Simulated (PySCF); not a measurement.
Computed shifts of a molecule C3H9NSi2, PySCF with KT2/pcSseg-1, GIAO, gas phase, atoms alike by connectivity averaged where their shifts nearly agree, in ppm (number of nuclei): ¹³C: 172.6 (1), 54.6 (1), 32.4 (1). ¹⁵N: 416.1 (1). ²⁹Si: -71.5 (1), -77.0 (1). ¹H: 4.69 (2), 4.43 (2), 4.07 (2), 2.69 (3). References: ¹³C against TMS (σ = 185.1 ppm); ¹⁵N against NH3 (σ = 266.2 ppm); ²⁹Si against TMS (σ = 361.9 ppm); ¹H against TMS (σ = 31.47 ppm), references at their B3LYP-D3(BJ)/def2-TZVP geometries, non-relativistic. Geometry optimised at PBE0-D3(BJ)/def2-SVP. The values are those of a single conformer.

Task: Pick the molecule that these values belong to.
A. C=C=C[SiH2][SiH2]N
B. [SiH3]C1=NC[C@H]1[SiH3]
C. CN[SiH2]C#C[SiH3]
D. CC1=NC[SiH2][SiH2]1

Result: D, CC1=NC[SiH2][SiH2]1
